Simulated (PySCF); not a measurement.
Al(H)(OMe)2 (C₂H₇AlO₂), SMILES C[O][AlH][O]C.

Geometry optimised at B3LYP-D3(BJ)/def2-SVP. The structure was generated by enumeration; whether it is a known compound was not checked. The values are those of a single conformer.

These are B3LYP-D3(BJ)/def2-SVP in PySCF 2.14.0 values and carry that method's errors.

Frequencies are harmonic and unscaled.

Computed harmonic wavenumbers and intensities:
```
mode  ν (cm⁻¹)  IR (km/mol)  Raman (Å⁴/amu)  depolarisation  moving atoms (share of kinetic energy)
----  --------  -----------  --------------  --------------  --------------------------------------
1           35          0.0             0.0               –                                  H 97 %
2           58          0.2             0.2            0.75                                  H 99 %
3           75          0.1             1.0            0.65                          C 63 %, H 30 %
4           92          0.0             0.4            0.75                  O 62 %, H 22 %, C 16 %
5          110         15.0             0.0               –                  O 56 %, C 22 %, H 21 %
6          174         18.0             0.9            0.75                 O 54 %, H 23 %, Al 18 %
7          323         43.7             1.1            0.75                         O 68 %, Al 25 %
8          488        154.5             1.9            0.75                         H 77 %, Al 19 %
9          636         10.5            15.5            0.08          Al 34 %, C 30 %, O 26 %, H 9 %
10         673         70.3            11.3            0.75                           H 87 %, C 9 %
11         789        186.4             2.1            0.75         Al 52 %, C 19 %, H 16 %, O 13 %
12        1180         21.9             1.9            0.75                  H 68 %, C 22 %, O 10 %
13        1182         39.8             4.7            0.74                   H 70 %, C 21 %, O 9 %
14        1189          0.0             0.6            0.75                          H 76 %, C 19 %
15        1190          0.6             1.8            0.75                          H 76 %, C 19 %
16        1250        293.6             0.4            0.75                   O 54 %, C 31 %, H 9 %
17        1255        337.9             5.5            0.16                   O 58 %, C 32 %, H 9 %
18        1471          0.0             0.4            0.75                                  H 97 %
19        1475          1.4            37.0            0.75                                  H 97 %
20        1477          5.4             6.3            0.75                                  H 97 %
21        1479          2.3            40.9            0.68                                  H 95 %
22        1483          9.7             7.4            0.75                           H 87 %, C 9 %
23        1492         21.9            16.2            0.71                          H 89 %, C 11 %
24        2026        125.4           110.9            0.16                                  H 96 %
25        2971         30.7             1.1            0.75                                  H 97 %
26        2976        149.4           309.4            0.01                                  H 97 %
27        3039        129.7            72.6            0.75                           H 91 %, C 9 %
28        3043          8.1           109.4            0.45                           H 91 %, C 9 %
29        3054          0.0           226.8            0.75                          H 90 %, C 10 %
30        3054         92.2            27.8            0.75                          H 90 %, C 10 %
```
